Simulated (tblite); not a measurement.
A geometry optimisation, step by step.

C₆H₁₀N₂S.
Bonds: C1–C2, C2–C3, C2–C4, C2–C5, C5–C6 (aromatic), C6–S7 (aromatic), S7–N8 (aromatic), N8–N9 (aromatic), C5–N9 (aromatic). Hydrogens: H10, H11, H12 on C1; H13, H14, H15 on C3; H16, H17, H18 on C4; H19 on C6.

Computed with GFN2-xTB (tblite), gas phase: L-BFGS steps from a force-field or distance-geometry start until the largest atomic force falls under 0.01 eV/Å. 9 of its 38 geometries are shown.

Step 0: E = -734.9639 eV, largest atomic force 3.566 eV/Å
```
atom  x, y, z in Å  |  force x, y, z in eV/Å
C1     -1.261    1.084   -0.274   -0.483   0.408  -0.185
C2     -0.399   -0.129    0.068   -0.050  -0.260   0.420
C3     -0.834   -1.317   -0.804   -0.292  -0.017  -0.398
C4     -0.646   -0.485    1.547    0.184  -0.494   0.530
C5      1.084    0.135   -0.133    0.782  -0.995   0.118
C6      1.688    1.297   -0.597    0.026  -0.936   0.384
S7      3.385    1.024   -0.644   -0.319  -0.730   0.311
N8      3.243   -0.541   -0.079   -3.068  -0.045   0.200
N9      1.988   -0.898    0.144    1.736   2.926  -1.068
H10    -2.337    0.871   -0.105    0.661  -0.049  -0.069
H11    -1.155    1.375   -1.325    0.042  -0.107   0.210
H12    -1.016    1.952    0.346    0.072  -0.206  -0.080
H13    -0.299   -2.229   -0.556    0.161   0.134   0.040
H14    -1.907   -1.526   -0.680    0.325   0.193   0.077
H15    -0.674   -1.090   -1.867    0.048  -0.071   0.282
H16    -0.094   -1.390    1.864   -0.155   0.424  -0.404
H17    -1.707   -0.681    1.747    0.236   0.118  -0.256
H18    -0.330    0.315    2.220   -0.018   0.053  -0.201
H19     1.260    2.245   -0.880    0.110  -0.346   0.089
```

Step 5: E = -735.2372 eV, largest atomic force 0.227 eV/Å
```
atom  x, y, z in Å  |  force x, y, z in eV/Å
C1     -1.256    1.086   -0.274   -0.040   0.071  -0.015
C2     -0.407   -0.137    0.082    0.051   0.026  -0.027
C3     -0.836   -1.315   -0.806    0.003  -0.003  -0.003
C4     -0.639   -0.493    1.559    0.009   0.002  -0.026
C5      1.064    0.126   -0.134    0.062  -0.054   0.045
C6      1.685    1.269   -0.583   -0.111   0.031  -0.002
S7      3.370    1.021   -0.639   -0.085  -0.083   0.039
N8      3.172   -0.532   -0.081   -0.058  -0.110   0.048
N9      1.977   -0.837    0.127   -0.051  -0.052   0.002
H10    -2.306    0.859   -0.106   -0.008  -0.035   0.014
H11    -1.145    1.367   -1.319    0.087  -0.040   0.001
H12    -1.004    1.945    0.345    0.080  -0.020   0.013
H13    -0.283   -2.216   -0.554    0.068   0.040   0.032
H14    -1.897   -1.512   -0.671    0.007   0.006   0.028
H15    -0.666   -1.090   -1.858    0.035   0.029   0.027
H16    -0.085   -1.385    1.839    0.048   0.026  -0.071
H17    -1.698   -0.676    1.729    0.013  -0.012  -0.012
H18    -0.327    0.324    2.207    0.022   0.004  -0.035
H19     1.270    2.205   -0.870   -0.133   0.174  -0.058
```

Step 9: E = -735.2482 eV, largest atomic force 0.079 eV/Å
```
atom  x, y, z in Å  |  force x, y, z in eV/Å
C1     -1.252    1.090   -0.274    0.009  -0.013  -0.005
C2     -0.408   -0.134    0.081   -0.035  -0.008   0.008
C3     -0.832   -1.312   -0.804    0.013   0.005  -0.005
C4     -0.635   -0.492    1.554   -0.003   0.001   0.001
C5      1.056    0.126   -0.131   -0.021   0.031  -0.027
C6      1.666    1.273   -0.581    0.014  -0.015   0.006
S7      3.352    1.010   -0.632    0.017  -0.030   0.011
N8      3.153   -0.545   -0.075    0.003   0.003  -0.004
N9      1.956   -0.845    0.130   -0.013   0.018   0.002
H10    -2.300    0.852   -0.104   -0.012   0.076  -0.016
H11    -1.127    1.359   -1.320    0.002   0.023  -0.004
H12    -0.986    1.942    0.348   -0.009   0.003  -0.015
H13    -0.266   -2.204   -0.547    0.004   0.013   0.017
H14    -1.893   -1.508   -0.664    0.030  -0.048  -0.013
H15    -0.657   -1.084   -1.853   -0.005   0.005  -0.012
H16    -0.071   -1.382    1.820    0.015   0.021  -0.003
H17    -1.694   -0.677    1.722    0.018  -0.031   0.037
H18    -0.322    0.328    2.198    0.009  -0.018   0.006
H19     1.251    2.215   -0.874   -0.034  -0.036   0.016
```

Step 14: E = -735.2516 eV, largest atomic force 0.051 eV/Å
```
atom  x, y, z in Å  |  force x, y, z in eV/Å
C1     -1.253    1.094   -0.277   -0.020   0.047  -0.003
C2     -0.416   -0.132    0.080    0.001   0.009   0.004
C3     -0.827   -1.312   -0.806   -0.017  -0.017   0.006
C4     -0.634   -0.492    1.554    0.012  -0.010   0.015
C5      1.048    0.129   -0.133    0.002  -0.030   0.032
C6      1.665    1.272   -0.581   -0.025  -0.017   0.001
S7      3.350    1.001   -0.628   -0.030   0.026  -0.008
N8      3.142   -0.551   -0.072    0.004  -0.010   0.011
N9      1.943   -0.846    0.131    0.006  -0.015  -0.007
H10    -2.305    0.878   -0.111   -0.020  -0.002  -0.017
H11    -1.119    1.365   -1.322   -0.007   0.010  -0.017
H12    -0.981    1.943    0.345    0.016   0.037   0.011
H13    -0.255   -2.196   -0.540    0.040   0.000  -0.030
H14    -1.884   -1.526   -0.666   -0.029  -0.012  -0.008
H15    -0.655   -1.081   -1.855    0.007  -0.021   0.010
H16    -0.058   -1.376    1.812    0.020  -0.017  -0.003
H17    -1.687   -0.691    1.735    0.011  -0.005   0.007
H18    -0.317    0.325    2.198   -0.014   0.015   0.002
H19     1.234    2.207   -0.870    0.043   0.011  -0.006
```

Step 18: E = -735.2528 eV, largest atomic force 0.026 eV/Å
```
atom  x, y, z in Å  |  force x, y, z in eV/Å
C1     -1.255    1.101   -0.279    0.014  -0.021   0.006
C2     -0.421   -0.130    0.080   -0.007  -0.009   0.003
C3     -0.828   -1.314   -0.805    0.000   0.006   0.001
C4     -0.631   -0.493    1.555   -0.007   0.005  -0.004
C5      1.044    0.126   -0.131   -0.008  -0.001  -0.013
C6      1.661    1.269   -0.580   -0.006   0.003   0.005
S7      3.345    1.000   -0.627   -0.002  -0.019   0.007
N8      3.139   -0.554   -0.071    0.003   0.011  -0.010
N9      1.940   -0.849    0.132    0.001   0.001   0.011
H10    -2.309    0.889   -0.117    0.016   0.004   0.000
H11    -1.118    1.369   -1.324   -0.002   0.006   0.017
H12    -0.978    1.950    0.344   -0.010  -0.003  -0.016
H13    -0.244   -2.193   -0.543   -0.003   0.010  -0.007
H14    -1.884   -1.536   -0.669    0.009  -0.008   0.004
H15    -0.654   -1.083   -1.854   -0.010   0.000   0.000
H16    -0.050   -1.376    1.809    0.002   0.017  -0.003
H17    -1.683   -0.697    1.742    0.000  -0.010   0.004
H18    -0.317    0.326    2.199   -0.006  -0.002   0.000
H19     1.235    2.206   -0.870    0.016   0.011  -0.005
```

Step 23: E = -735.2531 eV, largest atomic force 0.016 eV/Å
```
atom  x, y, z in Å  |  force x, y, z in eV/Å
C1     -1.254    1.101   -0.278   -0.008   0.010  -0.004
C2     -0.422   -0.131    0.080   -0.005   0.002   0.003
C3     -0.829   -1.314   -0.805    0.000  -0.002   0.000
C4     -0.632   -0.493    1.555    0.002  -0.002   0.002
C5      1.043    0.125   -0.131   -0.004   0.011   0.006
C6      1.659    1.269   -0.579    0.003   0.000  -0.003
S7      3.344    0.999   -0.627    0.008  -0.006   0.001
N8      3.137   -0.554   -0.071    0.008  -0.007   0.006
N9      1.939   -0.850    0.133   -0.001   0.009  -0.009
H10    -2.308    0.891   -0.117   -0.009  -0.009   0.004
H11    -1.117    1.371   -1.323    0.003  -0.004  -0.015
H12    -0.978    1.951    0.342    0.006   0.003   0.013
H13    -0.242   -2.191   -0.545    0.004  -0.004  -0.004
H14    -1.883   -1.540   -0.668    0.000  -0.002   0.007
H15    -0.656   -1.083   -1.855   -0.010   0.005  -0.002
H16    -0.046   -1.373    1.808    0.003   0.001   0.005
H17    -1.683   -0.701    1.744    0.006  -0.004  -0.005
H18    -0.319    0.327    2.199   -0.011   0.003  -0.004
H19     1.238    2.208   -0.870    0.003  -0.003   0.001
```

Step 28: E = -735.2534 eV, largest atomic force 0.021 eV/Å
```
atom  x, y, z in Å  |  force x, y, z in eV/Å
C1     -1.255    1.102   -0.279    0.003  -0.009   0.005
C2     -0.424   -0.130    0.080    0.015   0.004  -0.005
C3     -0.829   -1.315   -0.806   -0.001   0.006   0.005
C4     -0.633   -0.493    1.555    0.005   0.003  -0.003
C5      1.042    0.128   -0.131    0.012  -0.011  -0.007
C6      1.662    1.270   -0.580    0.006  -0.001   0.001
S7      3.346    0.994   -0.626   -0.001   0.006   0.001
N8      3.135   -0.557   -0.069   -0.009  -0.004  -0.002
N9      1.935   -0.849    0.133    0.000  -0.012   0.010
H10    -2.309    0.889   -0.116    0.000   0.013  -0.013
H11    -1.116    1.371   -1.324   -0.016  -0.003   0.014
H12    -0.978    1.951    0.343   -0.007  -0.008  -0.006
H13    -0.236   -2.189   -0.551    0.007   0.011  -0.009
H14    -1.881   -1.548   -0.662   -0.001   0.007   0.009
H15    -0.667   -1.079   -1.856   -0.002  -0.001   0.007
H16    -0.039   -1.367    1.810    0.004   0.000   0.003
H17    -1.681   -0.711    1.745    0.000  -0.004  -0.014
H18    -0.329    0.331    2.198   -0.004   0.007   0.002
H19     1.247    2.211   -0.872   -0.009  -0.003   0.001
```

Step 32: E = -735.2537 eV, largest atomic force 0.016 eV/Å
```
atom  x, y, z in Å  |  force x, y, z in eV/Å
C1     -1.256    1.102   -0.279   -0.002   0.004  -0.003
C2     -0.423   -0.128    0.080   -0.004  -0.005   0.002
C3     -0.830   -1.313   -0.805    0.002  -0.004  -0.009
C4     -0.632   -0.492    1.555   -0.005   0.002   0.004
C5      1.042    0.130   -0.132   -0.002  -0.007   0.007
C6      1.666    1.270   -0.580   -0.007  -0.009   0.003
S7      3.349    0.989   -0.624   -0.004   0.003  -0.001
N8      3.133   -0.562   -0.067    0.012  -0.003   0.006
N9      1.932   -0.850    0.135    0.008  -0.004  -0.010
H10    -2.311    0.891   -0.118   -0.001  -0.005   0.008
H11    -1.119    1.371   -1.323    0.002   0.010  -0.007
H12    -0.979    1.950    0.343   -0.007   0.010  -0.002
H13    -0.228   -2.184   -0.560    0.004  -0.002   0.007
H14    -1.879   -1.554   -0.652    0.003   0.005   0.012
H15    -0.679   -1.075   -1.856   -0.001   0.010  -0.012
H16    -0.030   -1.360    1.813    0.007   0.011  -0.001
H17    -1.678   -0.722    1.740   -0.005  -0.001  -0.010
H18    -0.341    0.336    2.197    0.005  -0.002   0.003
H19     1.253    2.212   -0.872   -0.004  -0.011   0.002
```

Step 37: E = -735.2539 eV, largest atomic force 0.010 eV/Å
```
atom  x, y, z in Å  |  force x, y, z in eV/Å
C1     -1.257    1.102   -0.279    0.004   0.002   0.000
C2     -0.423   -0.128    0.079    0.008   0.006  -0.002
C3     -0.829   -1.312   -0.806   -0.002   0.004   0.005
C4     -0.632   -0.492    1.554    0.000   0.001  -0.003
C5      1.043    0.128   -0.132    0.006  -0.004  -0.002
C6      1.667    1.267   -0.580    0.003   0.000   0.000
S7      3.351    0.987   -0.623   -0.001   0.007   0.000
N8      3.134   -0.564   -0.066   -0.004  -0.003  -0.003
N9      1.933   -0.852    0.134    0.000  -0.003   0.005
H10    -2.312    0.891   -0.118    0.007  -0.006   0.001
H11    -1.121    1.373   -1.324    0.001   0.001   0.002
H12    -0.982    1.952    0.343    0.000   0.003  -0.002
H13    -0.223   -2.181   -0.564   -0.003   0.004  -0.005
H14    -1.877   -1.556   -0.644   -0.001  -0.006  -0.005
H15    -0.686   -1.071   -1.857   -0.003  -0.003   0.007
H16    -0.024   -1.353    1.814   -0.002  -0.001  -0.003
H17    -1.678   -0.729    1.735    0.000   0.000   0.007
H18    -0.347    0.339    2.197   -0.007   0.002  -0.002
H19     1.254    2.209   -0.872   -0.007  -0.003   0.001
```

Question: Summarise the path.

Answer: The energy falls by 0.2900 eV from step 0 to step 37; nine tenths of that is first reached at step 3. It falls at every step. The largest force goes from 3.566 to 0.010 eV/Å. Among the bonds N8–N9 changes most, from 1.324 to 1.251 Å; the atoms move by 0.054 Å rms after alignment.

Question: Follow the three bonds and two angles with the largest change from start to end.

Answer: 
```tsv
step	E above end (eV)	largest force (eV/Å)	N8–N9 (Å)	C5–N9 (Å)	C1–H10 (Å)	C5–N9–N8 (°)	C2–C4–H16 (°)
0	0.2900	3.566	1.324	1.400	1.109	112.3	112.6
2	0.0475	0.448	1.251	1.355	1.092	116.0	111.9
3	0.0271	0.283	1.253	1.349	1.089	116.6	111.4
5	0.0167	0.227	1.251	1.352	1.088	116.0	111.1
6	0.0129	0.172	1.250	1.352	1.087	115.7	111.0
8	0.0067	0.101	1.250	1.350	1.087	115.5	110.6
10	0.0053	0.073	1.251	1.350	1.088	115.8	110.4
11	0.0046	0.074	1.252	1.350	1.088	115.8	110.4
13	0.0030	0.069	1.251	1.350	1.087	115.8	110.3
14	0.0024	0.051	1.251	1.350	1.087	115.7	110.2
16	0.0016	0.044	1.250	1.349	1.088	115.6	110.1
18	0.0011	0.026	1.251	1.350	1.088	115.7	110.1
19	0.0010	0.016	1.251	1.350	1.088	115.7	110.1
21	0.0009	0.015	1.251	1.350	1.087	115.7	110.0
23	0.0009	0.016	1.251	1.350	1.087	115.7	110.0
24	0.0008	0.021	1.251	1.350	1.087	115.7	109.9
26	0.0007	0.023	1.251	1.350	1.087	115.7	109.9
27	0.0006	0.019	1.251	1.350	1.087	115.8	109.9
29	0.0005	0.022	1.251	1.350	1.088	115.8	110.0
31	0.0003	0.019	1.251	1.350	1.087	115.7	110.1
32	0.0002	0.016	1.251	1.350	1.087	115.7	110.0
34	0.0001	0.020	1.251	1.350	1.088	115.8	110.0
35	0.0001	0.018	1.251	1.350	1.088	115.8	110.0
37	0.0000	0.010	1.251	1.350	1.088	115.7	110.0
```

The cost below is that of the whole relaxation. Hardware: an Arm Neoverse V2 with one thread, shared host with 96 logical CPUs at a one-minute load of 43. Cost: 0.22 s.
